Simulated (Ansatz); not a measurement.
Potential energy curve for ClBe (cation, charge +1), lowest triplet found (which spin is the ground state isn't settled by this scan).

Levels: FCI = full CI/cc-pVDZ, frozen core run with Ansatz (a first-principles code); UMP2 = MP2 on UHF/cc-pVDZ, frozen core (Ansatz); UCCSD = CCSD on UHF/cc-pVDZ, frozen core (Ansatz).

Total energies in hartree (comparable only within one method and basis):

| R / Å | FCI | UMP2 | UCCSD |
|---|---|---|---|
| 1.41 | -473.72791 | -473.70566 | -473.72494 |
| 1.54 | -473.82069 | -473.79850 | -473.81772 |
| 1.63 | -473.85936 | -473.83717 | -473.85638 |
| 1.71 | -473.88221 | -473.86000 | -473.87921 |
| 1.81 | -473.90025 | -473.87802 | -473.89724 |
| 1.89 | -473.90882 | -473.88658 | -473.90580 |
| 1.93 | -473.91168 | -473.88944 | -473.90865 |
| 2.01 | -473.91525 | -473.89304 | -473.91222 |
| 2.04 | -473.91600 | -473.89380 | -473.91296 |
| 2.12 | -473.91680 | -473.89466 | -473.91377 |
| 2.22 | -473.91603 | -473.89400 | -473.91302 |
| 2.37 | -473.91270 | -473.89092 | -473.90976 |
| 2.47 | -473.90975 | -473.88817 | -473.90688 |
| 2.70 | -473.90242 | -473.88142 | -473.89977 |
| 2.91 | -473.89626 | -473.87581 | -473.89382 |
| 3.19 | -473.88973 | -473.86998 | -473.88759 |
| 3.47 | -473.88517 | -473.86596 | -473.88326 |
| 3.88 | -473.88104 | -473.86234 | -473.87935 |
| 4.32 | — | -473.86010 | -473.87697 |
| 4.96 | — | -473.85834 | -473.87515 |
| 5.77 | — | -473.85735 | -473.87414 |
| 6.70 | — | -473.85691 | -473.87371 |

Dashes: no converged value, or the column stops at the first point that the program doubted or that broke a chosen test of continuity, which isn't proof of a fault.
